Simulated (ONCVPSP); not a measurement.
# Pseudopotential generation for silver: ONCV, LDA (Perdew-Zunger), fully relativistic.

ONCVPSP 4.0.1 input, shortened (lines: element, Z, core and valence counts, functional; n l f; lmax; l rc ep ncon nbas qcut; lloc lpopt rc5 dvloc0; l nproj debl; icmod fcfact rcfact), LDA (Perdew-Zunger), fully relativistic:

```
  Ag 47.00    6    3        3      upf
    1    0    2.00
    2    0    2.00
    2    1    6.00
    3    0    2.00
    3    1    6.00
    3    2   10.00
    4    0    2.00
    4    1    6.00
    4    2    8.00
    2
    0    1.40    0.00    4    9    8.10
    1    1.70    0.00    3    6    7.30
    2    1.90    0.00    3    8    7.80
    4    2    0.85    0.00
    0    2    1.20
    1    2    3.90
    2    3    3.80
    3    3.00    1.65
```

Open shells are filled in proportion to 2j + 1.

In the s channel the program set the typed energies aside and used -4.911, 0.050 Ha. In the p channel the program set the typed energies aside and used -3.500, 0.050 Ha (j = l + 1/2; the other j can differ).

Poles of the logarithmic derivatives, all-electron (AE) and pseudo (PS). s: poles at -4.2 (AE) and -4.2 (PS) Ha. p3/2: poles at -3.2, 4.9 (AE) and -3.2, 4.8 (PS) Ha. p1/2: poles at -3.4, 4.6 (AE) and -3.4, 4.5 (PS) Ha. d5/2: poles at -1.2, 4.5 (AE) and -1.2, 4.5 (PS) Ha. d3/2: poles at -1.2, 4.4 (AE) and -1.2, 4.4 (PS) Ha. Test radii: s 1.42, p3/2 1.72, p1/2 1.72, d5/2 1.93, d3/2 1.93 bohr.

- Cutoffs needed: 26 Ha and 30 Ha (the cutoffs (Ha) at which the residual kinetic energy of the hardest occupied pseudo-wave falls to 1 and 0.1 mHa per electron)
- Ghost test: no bound ghost flagged; GHOST(+) flagged for s at 279.2 eV
- Largest excitation error: +70 meV (all-electron minus pseudo) for 4s2 4p6 4d10, out of 4 test configurations
- rms error of d²Exc/dni dnj: 10.80 mHa without and 4.42 mHa with the model core
